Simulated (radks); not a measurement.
The numbers below are computed, except where a source is named.
Charge is removed step by step from the 3d5/2 level of Br, starting from [Ar] 3d(3/2: 4, 5/2: 6) 4s2 4p5. Level of theory: Dirac Kohn-Sham, PBEsol, spin-unpolarised, spherical densities, point nucleus; open shells fill j = l - 1/2 first (a radial shooting solver on a logarithmic mesh with Libxc functionals).

| removed (e) | E - E(0) (eV) | eigenvalue (eV) | E minus straight line (eV) |
|---|---|---|---|
| 0 | 0.000 | -66.192 | 0.000 |
| 0.1 | 6.731 | -68.437 | -1.060 |
| 0.2 | 13.689 | -70.718 | -1.894 |
| 0.3 | 20.876 | -73.036 | -2.498 |
| 0.4 | 28.297 | -75.388 | -2.868 |
| 0.5 | 35.955 | -77.775 | -3.002 |
| 0.6 | 43.853 | -80.194 | -2.895 |
| 0.7 | 51.995 | -82.646 | -2.544 |
| 0.8 | 60.383 | -85.130 | -1.947 |
| 0.9 | 69.022 | -87.644 | -1.100 |
| 1 | 77.913 | -90.189 | 0.000 |

Removing the whole electron costs 77.913 eV by Delta-SCF, against 66.192 eV from minus the eigenvalue at the starting occupation. Slater's transition state (half an electron removed) gives 77.775 eV. Integrating minus the eigenvalue over the occupation (Janak's theorem) gives 77.913 eV. The mean slope of the eigenvalue, de/dn, is 24.0 eV per electron.
